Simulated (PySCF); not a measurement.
A calculated (B2PLYP, PySCF 2.14, x2c-TZVPPall, the spin-free X2C one-electron Hamiltonian (Gaussian nucleus)) atom or ion has these occupied shells.

```
shell  electrons  orbital energy (eV)  rms radius, mean of both spins (bohr)
 1s α          1              -1577.5                                  0.139
 1s β          1              -1577.3                                  0.139
 2s α          1              -142.80                                  0.679
 2s β          1              -142.32                                  0.679
 2p α          3              -100.09                                  0.674
 2p β          3              -99.859                                  0.674
 3s α          1              -26.507                                   2.37
```

Q: Name the element and its charge.

A: Al²⁺ (aluminium, charge +2), in [Ne] 3s1, 2S determinant.
